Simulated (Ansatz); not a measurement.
CH$_{5}$BrO$_{2}$Si (`CO[SiH](O)Br`), relaxed with RKS PBE0-D4/def2-TZVP in the Gaussian-basis code of Ansatz from a GFN2-xTB geometry. The force threshold is 0.005 eV/Å; the program also tests the step.

The species carries charge 0 and has multiplicity 1.

Start:

```xyz
10

C    -0.179   -0.954   -1.318
O    -0.232   -0.624    0.038
Si   -0.097    0.818    0.744
O     0.000    0.579    2.328
Br    1.751    1.760   -0.025
H    -1.083   -0.613   -1.828
H     0.692   -0.498   -1.796
H    -0.106   -2.038   -1.394
H    -1.179    1.748    0.534
H     0.432   -0.178    2.715
```

(1) How much energy does the relaxation release, and in how many steps? (An estimate is asked.)

(2) Which bonds change most? (Estimate.)

(3) Give the relaxed structure. (Estimate.)

Answers

(1) Ansatz gave: 0.05 eV, in 15 steps, 2 of them rejected.

(2) Computed: Si3–H9 from 1.443 to 1.472 Å; Si3–Br5 from 2.212 to 2.230 Å; Si3–O4 from 1.604 to 1.621 Å; C1–O2 from 1.396 to 1.412 Å.

(3) Ansatz gave: 
```xyz
10

C    -0.180   -0.948   -1.339
O    -0.248   -0.689    0.047
Si   -0.122    0.757    0.771
O    -0.070    0.553    2.378
Br    1.732    1.745    0.025
H    -1.004   -0.464   -1.873
H     0.768   -0.598   -1.758
H    -0.255   -2.026   -1.482
H    -1.254    1.654    0.483
H     0.633    0.016    2.749
```
